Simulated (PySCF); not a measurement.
**[CrS3]-: from structure and modes to constants**

Method: UPBE in PySCF with Cr def2-SVPD, S def2-SVPD; no relativity; density-fitted integrals.

The doublet minimum has D3h symmetry. Masses (u): Cr 51.94051, S 31.97207.

```xyz
4
charge -1 multiplicity 2, angstrom
Cr    0.0000    0.0000    0.0000
S     2.0566    0.0000    0.0000
S    -1.0283    1.7811    0.0000
S    -1.0283   -1.7811    0.0000
```

Harmonic wavenumbers (cm⁻¹): 71.6 (a2'', ×1), 157.5 (e', ×2), 418.5 (a1', ×1), 556.4 (e', ×2).

Question: Find the principal moments of inertia and the rotational constants. What kind of rotor is it?

Answer: About the centre of mass I = 202.84, 202.84, 405.69 u Å². With B = 16.8576/I this gives 0.08311, 0.08311, 0.04155 cm⁻¹. The molecule is an oblate symmetric top.

Question: Find the vibrational entropy and heat capacity at 298.15 K.

Answer: With u = 1.43878 ω/T, each mode gives S = R[u/(eᵘ−1) − ln(1−e⁻ᵘ)] and C = R u² eᵘ/(eᵘ−1)².
```
  ω (cm⁻¹)      u  S (J/(mol K))  C (J/(mol K))
      71.6  0.346          17.19           8.23
157.5 (×2)  0.760          10.79           7.93
     418.5  2.020           3.75           5.98
556.4 (×2)  2.685           2.22           4.71
```
The sums over all modes are S = 47.0 and C = 39.5 J/(mol K); the softest mode gives 37 % of the entropy (each member, where degenerate).

Question: Give the standard entropy (298.15 K, 1 bar) by its translational, rotational, vibrational and spin parts, and Cp.

Answer: Sackur–Tetrode with M = 147.86 u gives 171.2; rotation with symmetry number 6 gives 102.8; vibration 47.0; spin R ln 2 = 5.8. The total is 326.7 J/(mol K), and Cp = 4 R + 39.5 = 72.7 J/(mol K).

This need not be the most stable arrangement of these atoms. Open d and f shells are described by one determinant, and the ground state may have another occupation or spin.
